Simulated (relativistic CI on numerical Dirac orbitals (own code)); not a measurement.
# Hyperfine structure of Ge¹⁵⁺, mass number 73

Computed by Dirac-Coulomb-Breit CI, separate exchange-only KLI orbitals for each configuration, QED by a radiative potential, unscaled Slater integrals (own radial code, finite nucleus).

CI space (outside the closed core [Ne]): 3s2.3p5, 3s.3p6, 3s2.3p4.3d, 3s.3p5.3d, 3p6.3d, 3s.3p4.3d2, 3s2.3p4.4s, 3s2.3p3.3d.4p, 3p6.4s, 3s2.3p4.4p, 3p6.4p, 3s.3p4.3d.4s, 3s2.3p4.4d, 3s2.3p3.3d.4s, 3s2.3p2.3d2.4s, 3s.3p3.3d2.4s, 3s2.3p2.3d.4s2, 3s2.3p2.3d.4s.4p, 3s2.3p2.3d.4s.4d. Double excitations out of closed p, d and f shells are left out; levels of such configurations are missing from the list, as are those of other unlisted configurations, and high levels can miss mixing partners.

Nuclear spin I = 9/2, μ = -0.87824 μN, Q = -0.196 b (tables of Stone and Pyykkö). The electronic factors are computed for point nuclear moments, without core polarisation or the Bohr-Weisskopf and QED corrections.

```csv
Level,E (cm⁻¹),A (MHz),B (MHz)
3s2.3p5 2P°_3/2,0,-1886,3430
3s2.3p5 2P°_1/2,48104,-9963,
3s.3p6 2S_1/2,415943,-26450,
3s2.3p4.3d 4D_5/2,554500,-1189,744
3s2.3p4.3d 4D_3/2,556992,-1670,374
3s2.3p4.3d 4D_7/2,557575,-760.5,1480
3s2.3p4.3d 4D_1/2,563008,-2755,
3s2.3p4.3d 4F_9/2,596267,-1050,-3010
```

Levels with J = 0, under 50 % of one LS term, or S terms without an open s electron are left out. Small factors come from cancelling terms and can be off by tens of per cent or more.

At this charge energies of transitions that change n are usually good to better than 1 %, and those within a shell (Δn = 0) to a few per cent.

Task: Give the hyperfine levels of 3s2.3p5 2P°_1/2 relative to its centre of gravity.

Result: With K = F(F + 1) − I(I + 1) − J(J + 1), E = AK/2: F = 4: 27400, F = 5: -22420 MHz.

LS names give the leading component of a level, which can be under half, so a name can repeat, a term be missing and a line seem to break the LS rules.
